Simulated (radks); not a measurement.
Spin polarisation of the 3d9 shell in Ni+. Start: [Ar] 3d(up 4.5, down 4.5); electrons of 3d are moved from spin down to spin up, other shells keep equal spins. All-electron calculation, non-relativistic Kohn-Sham, PBE, spin-polarised, spherical densities, point nucleus. Program: a radial shooting solver on a logarithmic mesh with Libxc functionals.

moment (Bohr magnetons)  E - E(0) (eV)  e(3d up) (eV)  e(3d down) (eV)  3p down minus up (eV)  3s down minus up (eV)
0                                0.000        -13.048          -13.048                  0.000                  0.000
0.25                            -0.014        -13.163          -12.931                  0.262                  0.266
0.5                             -0.058        -13.274          -12.811                  0.524                  0.533
0.75                            -0.130        -13.382          -12.687                  0.786                  0.799
1                               -0.232        -13.487          -12.561                  1.048                  1.065

At moment 1 the spin-polarisation energy is -0.232 eV and the 3d exchange splitting 0.926 eV, that is 0.926 eV per Bohr magneton; E = -I m^2/4 would give I = 0.926 eV.
